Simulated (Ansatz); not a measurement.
```yaml
crystal:
  periodic: [false, false, false]
  atoms:
    - {symbol: B, position_ang: [-1.217022, 1.178607, 0.524680]}
    - {symbol: S, position_ang: [0.303638, 0.542676, 1.116034]}
    - {symbol: C, position_ang: [0.585807, -0.947118, 0.116599]}
    - {symbol: S, position_ang: [1.934403, -0.804398, -1.065583]}
    - {symbol: H, position_ang: [-1.814490, 0.626142, -0.349142]}
    - {symbol: H, position_ang: [-1.603909, 2.180466, 1.041419]}
    - {symbol: H, position_ang: [-0.347002, -1.221770, -0.372296]}
    - {symbol: H, position_ang: [0.878111, -1.750644, 0.793341]}
    - {symbol: H, position_ang: [1.369062, 0.149738, -1.822254]}
basis:
  gaussian: {orbitals: "6-31++G**", final_grid: {core_spheres: 5, valence_spheres: 4, degree: 11}}
total_charge: 1
magnetization: {spin_polarized: true, initial_magnetization: 1}
hamiltonian: {xc: {name: BHLYP}, dispersion: d4}
```

```sh
$ ansatz run in.yaml --threads 2 --pin off --events-out ev --progress --plain --max-ram 4352MiB
```

Output, abridged:

```
Functional definition: BHLYP
1014 factors; integrals over basis functions are off by at most 7.6e-4 eV
mean field evaluation 1: about -23448.7817 eV, gradient 3.2e1 eV
mean field evaluation 2: about -23448.3325 eV, gradient 3.3e1 eV
mean field evaluation 4: about -23454.3297 eV, gradient 1.7e0 eV
mean field evaluation 8: about -23454.4202 eV, gradient 2.2e-1 eV
mean field evaluation 16: about -23454.4221 eV, gradient 5.4e-3 eV
mean field -23454.42207936 eV, -861.9341134384 hartree, gradient 2.6e-5 eV, S^2 0.757683; 2 other end points of the search recorded, 0 dependent functions left out
reference -23454.42225898 eV, -861.9341200392 hartree; 24, 23 occupied and 90, 91 virtual orbitals, 1014 factors
Total energy: -23454.65258909 eV, -861.9425845145 hartree
```

Run time 2.8 s (2 threads of an Arm Neoverse V2 on a shared host); peak host memory 0.26 GiB.
